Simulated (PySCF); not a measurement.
PySCF input for B(Me)2(PH2) (C2H8BP), SMILES B(C)(C)P, B3LYP-D3(BJ)/def2-SVP. Coordinates come from a B3LYP-D3(BJ)/def2-SVP optimisation. One conformer was computed; it need not be the lowest.

```python
import numpy as np
from pyscf import gto, scf, dft, df
from pyscf.hessian import thermo

mol = gto.M(
    atom='''
    B     0.23766646   -0.29836333    0.22192038
    C     1.62645198   -0.78731010   -0.33454641
    H     1.75166744   -1.87331163   -0.17690486
    H     2.41992426   -0.31100535    0.27403959
    H     1.83184689   -0.55570892   -1.39026761
    C    -0.27113723   -0.79031790    1.62780349
    H    -0.76953966   -1.76475174    1.45081019
    H    -1.01735141   -0.14100715    2.11105711
    H     0.54880677   -0.99288376    2.33746604
    P    -0.75418775    1.02909738   -0.73130015
    H    -2.09171715    0.63455078   -0.44555910
    H    -0.68104158    0.52524163   -2.06028338
    ''',
    basis='def2-SVP',
    charge=0,
    spin=0,
    max_memory=1600,
    verbose=3,
)
mf = dft.RKS(mol, xc='b3lyp').density_fit(auxbasis='def2-universal-jkfit')
mf.disp = 'd3bj'
mf.grids.level = 3
mf.conv_tol = 1e-11
mf.max_cycle = 100
mf.kernel()

# [left out here: the lines that compute and print the analytic Hessian (its translational invariance restored by hand, since the grid's response is missing), thermochemistry and intensities]
```

It prints:

```
[...]
       0   B                -0.10 -0.11 -0.08    0.11 -0.09  0.09   -0.07  0.11 -0.06
       1   C                 0.05  0.08 -0.01   -0.03  0.03 -0.04    0.02 -0.04  0.02
       2   H                -0.30  0.04  0.10   -0.16  0.05  0.16    0.14 -0.04 -0.10
       3   H                 0.21 -0.16 -0.06   -0.12 -0.02  0.13    0.06  0.03 -0.08
       4   H                 0.07 -0.22 -0.07    0.08 -0.05 -0.03   -0.02  0.06  0.03
       5   C                 0.02  0.05  0.07   -0.05  0.03 -0.03    0.03 -0.03  0.02
       6   H                 0.07  0.07 -0.27    0.11 -0.05 -0.03   -0.09  0.02  0.07
       7   H                -0.15 -0.16  0.09    0.04 -0.01  0.14   -0.00  0.02 -0.08
       8   H                -0.08 -0.17  0.11    0.15  0.04 -0.25   -0.08  0.02  0.15
       9   P                 0.01  0.02  0.01    0.01  0.01  0.01    0.03 -0.01  0.02
      10   H                 0.06 -0.20 -0.02   -0.07 -0.06 -0.41   -0.06 -0.15 -0.52
      11   H                -0.08 -0.11  0.04   -0.41 -0.05 -0.01   -0.53 -0.11  0.02
Mode                                15                  16                  17
Irrep
Freq [cm^-1]                     1150.4388           1308.2506           1323.6806
Reduced mass [au]                   2.3595              1.2790              1.5756
Force const [Dyne/A]                1.8399              1.2898              1.6265
Char temp [K]                    1655.2252           1882.2813           1904.4817
Normal mode                   x     y     z       x     y     z       x     y     z
       0   B                 0.15 -0.00 -0.17   -0.02  0.02 -0.01   -0.06  0.00  0.08
       1   C                -0.03  0.00  0.05    0.10 -0.03 -0.01    0.09 -0.03 -0.03
       2   H                -0.16 -0.01 -0.01   -0.40 -0.08 -0.02   -0.31 -0.06  0.01
       3   H                -0.10  0.12  0.03   -0.25  0.31  0.14   -0.20  0.23  0.14
       4   H                -0.32  0.14  0.03   -0.27  0.09 -0.05   -0.17  0.05 -0.06
       5   C                -0.03  0.01  0.04   -0.03 -0.05  0.07    0.04  0.05 -0.10
       6   H                 0.01 -0.04  0.16    0.00  0.03 -0.36   -0.05 -0.00  0.40
       7   H                -0.05 -0.17  0.27    0.06  0.23 -0.17   -0.09 -0.25  0.11
       8   H                -0.10 -0.12  0.11    0.20  0.22 -0.13   -0.21 -0.22  0.13
       9   P                -0.00  0.00  0.01    0.00 -0.00  0.00    0.00 -0.00 -0.00
      10   H                -0.04  0.09 -0.07    0.00 -0.01  0.00    0.01 -0.03  0.02
      11   H                 0.05 -0.09  0.04    0.00 -0.00  0.00   -0.02  0.04 -0.01
Mode                                18                  19                  20
Irrep
Freq [cm^-1]                     1416.3855           1424.9629           1445.2639
Reduced mass [au]                   1.0447              1.0614              1.0707
Force const [Dyne/A]                1.2348              1.2698              1.3177
Char temp [K]                    2037.8634           2050.2044           2079.4129
Normal mode                   x     y     z       x     y     z       x     y     z
       0   B                -0.01  0.01 -0.00   -0.02  0.02 -0.01   -0.03  0.01 -0.01
       1   C                -0.00  0.00  0.02    0.03  0.03 -0.03    0.01 -0.04 -0.05
       2   H                -0.06 -0.04 -0.20    0.31  0.08  0.14   -0.01  0.06  0.62
       3   H                -0.02  0.13 -0.06   -0.10 -0.41  0.48    0.14 -0.17 -0.10
       4   H                 0.09 -0.12  0.00   -0.48 -0.19 -0.17   -0.07  0.61  0.09
       5   C                -0.05  0.02  0.00   -0.01 -0.01 -0.02   -0.01  0.01  0.02
       6   H                 0.58 -0.31  0.06    0.11 -0.06 -0.07    0.15 -0.07  0.04
       7   H                 0.26  0.40 -0.07    0.18  0.11  0.13   -0.01  0.10 -0.12
       8   H                -0.17 -0.41  0.05   -0.11  0.08  0.14    0.01 -0.19 -0.05
       9   P                 0.00 -0.00  0.00    0.00 -0.00  0.00    0.00 -0.00  0.00
      10   H                 0.00 -0.00 -0.01    0.00  0.00 -0.00    0.00 -0.00  0.01
      11   H                -0.01  0.01  0.00   -0.01 -0.00 -0.00    0.01  0.00 -0.00
Mode                                21                  22                  23
Irrep
Freq [cm^-1]                     1451.1659           2403.9540           2422.0693
Reduced mass [au]                   1.0722              1.0335              1.0436
Force const [Dyne/A]                1.3303              3.5189              3.6070
Char temp [K]                    2087.9047           3458.7546           3484.8185
Normal mode                   x     y     z       x     y     z       x     y     z
       0   B                -0.01 -0.03  0.01   -0.00 -0.00  0.00    0.00 -0.00 -0.00
       1   C                -0.00 -0.02  0.00    0.00  0.00  0.00   -0.00 -0.00  0.00
       2   H                -0.12 -0.01  0.08   -0.00  0.00  0.00    0.00  0.00  0.00
       3   H                 0.07  0.10 -0.18    0.00 -0.00  0.00   -0.00 -0.00  0.00
       4   H                 0.15  0.18  0.07   -0.00 -0.00 -0.00   -0.00  0.00 -0.00
       5   C                -0.01 -0.03 -0.06    0.00  0.00  0.00   -0.00  0.00  0.00
       6   H                 0.04 -0.01 -0.22   -0.00  0.00 -0.00   -0.00  0.00 -0.00
       7   H                 0.40  0.06  0.47   -0.00 -0.00 -0.00    0.00 -0.00  0.00
       8   H                -0.26  0.41  0.37    0.00  0.00 -0.00    0.00  0.00  0.00
       9   P                -0.00  0.00 -0.00   -0.02 -0.01 -0.01    0.02 -0.00 -0.03
      10   H                 0.01 -0.01  0.01    0.69  0.19 -0.16   -0.61 -0.18  0.13
      11   H                 0.01 -0.00 -0.00   -0.05  0.21  0.61   -0.04  0.26  0.68
Mode                                24                  25                  26
Irrep
Freq [cm^-1]                     2999.9353           3004.9166           3068.0919
Reduced mass [au]                   1.0440              1.0429              1.0922
Force const [Dyne/A]                5.5355              5.5480              6.0576
Char temp [K]                    4316.2390           4323.4059           4414.3011
Normal mode                   x     y     z       x     y     z       x     y     z
       0   B                 0.00 -0.00 -0.00   -0.00  0.00  0.00    0.00  0.00  0.00
       1   C                -0.02  0.00 -0.00    0.05 -0.01  0.01    0.02  0.06  0.03
       2   H                 0.01 -0.15  0.02   -0.04  0.47 -0.07    0.07 -0.58  0.09
       3   H                 0.15  0.09  0.12   -0.51 -0.31 -0.40   -0.34 -0.19 -0.26
       4   H                 0.02  0.03 -0.11   -0.05 -0.08  0.36    0.04  0.05 -0.16
       5   C                -0.02 -0.04  0.03   -0.01 -0.01  0.01   -0.02 -0.03 -0.03
       6   H                 0.34  0.66  0.12    0.10  0.21  0.04    0.14  0.27  0.04
       7   H                 0.23 -0.22 -0.15    0.07 -0.07 -0.05   -0.15  0.12  0.09
       8   H                -0.32  0.07 -0.26   -0.09  0.02 -0.08    0.31 -0.08  0.26
       9   P                -0.00  0.00  0.00   -0.00  0.00 -0.00    0.00  0.00  0.00
      10   H                 0.00  0.00 -0.00    0.00 -0.00  0.00    0.00 -0.00 -0.00
      11   H                 0.00 -0.00  0.00   -0.00 -0.00  0.00   -0.00 -0.00 -0.00
Mode                                27                  28                  29
Irrep
Freq [cm^-1]                     3071.9342           3113.7416           3116.7970
Reduced mass [au]                   1.0909              1.1031              1.1018
Force const [Dyne/A]                6.0654              6.3014              6.3065
Char temp [K]                    4419.8293           4479.9810           4484.3769
Normal mode                   x     y     z       x     y     z       x     y     z
       0   B                 0.00  0.00 -0.00   -0.00  0.00 -0.00    0.00 -0.00  0.00
       1   C                 0.01  0.04  0.02   -0.00 -0.01  0.01    0.00 -0.04  0.08
       2   H                 0.05 -0.41  0.07   -0.00  0.05 -0.01   -0.04  0.37 -0.04
       3   H                -0.25 -0.14 -0.19   -0.01 -0.01 -0.00   -0.12 -0.08 -0.08
       4   H                 0.03  0.03 -0.12    0.02  0.02 -0.09    0.15  0.18 -0.81
       5   C                 0.03  0.04  0.05   -0.07  0.05  0.00    0.01 -0.01 -0.00
       6   H                -0.20 -0.39 -0.06   -0.05 -0.07 -0.01    0.01  0.01  0.00
       7   H                 0.22 -0.18 -0.13    0.54 -0.47 -0.35   -0.06  0.05  0.04
       8   H                -0.41  0.11 -0.35    0.37 -0.08  0.33   -0.04  0.01 -0.04
       9   P                -0.00  0.00  0.00    0.00 -0.00  0.00   -0.00  0.00  0.00
      10   H                 0.00 -0.00  0.00    0.00 -0.00  0.00    0.00 -0.00 -0.00
      11   H                 0.00 -0.00 -0.00    0.00  0.00 -0.00   -0.00 -0.00 -0.00
temperature 298.1500 [K]
pressure 101325.00 [Pa]
Rotational constants [GHz] 7.20842 3.87441 2.64078
Symmetry number 1
Zero-point energy (ZPE) 0.09403 [Eh]   246877.638 [J/mol]
                           tot       elec      trans        rot        vib
Entropy [J/mol/K]       338.373      0.000    162.403    108.283     67.687
Cv [J/mol/K]             99.705      0.000     12.472     12.472     74.762
Cp [J/mol/K]            108.020      0.000     20.786     12.472     74.762
Internal energy [J/mol]                      3718.434   3718.434 258014.186
Internal energy [Eh]   -446.99510  -447.09621
Enthalpy [J/mol]                             6197.391   3718.434 258014.186
Enthalpy [Eh]          -446.99416
Gibbs free energy [J/mol]                  -42223.009 -28566.175 237833.288
Gibbs free energy [Eh] -447.03258
static polarisability / bohr^3: [[60.471 -9.349  1.186]
 [-9.349 55.679 -8.911]
 [ 1.186 -8.913 60.142]]
largest difference of analytic and finite-field dipole derivatives / e: 0.0005445935689014636
mode   freq/cm-1   IR/(km/mol)   Raman/(A^4/amu)   depolarisation
   1       72.31         1.037             0.315            0.635
   2      116.25         0.410             0.893            0.675
   3      213.60         2.744             0.465            0.749
   4      261.23         0.435             1.093            0.750
   5      281.38         0.277             0.565            0.514
   6      337.57         5.206             2.614            0.497
   7      511.30        18.967             4.004            0.320
   8      568.64         8.895            25.293            0.376
   9      704.29         2.857             2.032            0.750
  10      729.93        15.576            10.480            0.750
  11      821.41         2.956             1.471            0.745
  12      845.42         8.616             3.873            0.492
  13      886.30         5.534             4.072            0.456
  14     1077.90       162.732            13.448            0.725
  15     1125.60        12.111            17.971            0.746
  16     1150.44        21.228             0.587            0.733
  17     1308.25        29.888            10.582            0.430
  18     1323.68        71.212             8.384            0.749
  19     1416.39         2.223            14.309            0.749
  20     1424.96         1.672            18.154            0.746
  21     1445.26         1.942            14.327            0.750
  22     1451.17         6.377             6.904            0.739
  23     2403.95        41.454           186.463            0.137
  24     2422.07        56.981           116.833            0.745
  25     2999.94         0.976            73.564            0.085
  26     3004.92         2.468           239.450            0.017
  27     3068.09         6.408            91.583            0.501
  28     3071.93        19.066           101.042            0.684
  29     3113.74        15.785            78.537            0.750
  30     3116.80        16.734            74.863            0.735
max |gradient| / (hartree/bohr): 6.69367678451557e-05
APT charges: [ 0.6744 -0.2567  0.0104  0.0136 -0.0034 -0.2634  0.0213  0.0034 -0.0052
 -0.0239 -0.0864 -0.0842]
```

The calculation finished and met its thresholds.
